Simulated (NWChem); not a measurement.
# BeH$_{2}$O; SMILES [OH][BeH]

Results from NWChem. Coordinates come from a PBE0/def2-SVP optimisation. Core excitations by TDA in a window of 1s orbitals, non-relativistic and unshifted: absolute energies depend strongly on the exact-exchange share.

Predict the results for O K edge, PBE/def2-TZVP. Quantities: first 1s excitation (eV); dipole oscillator strength of the first; first state with f > 0.002 (eV); dipole oscillator strength of that state.


```
Item                                      Result
----------------------------------------  ------
first 1s excitation (eV)                   509.9
dipole oscillator strength of the first   0.0009
first state with f > 0.002 (eV)            510.1
dipole oscillator strength of that state  0.0094
```
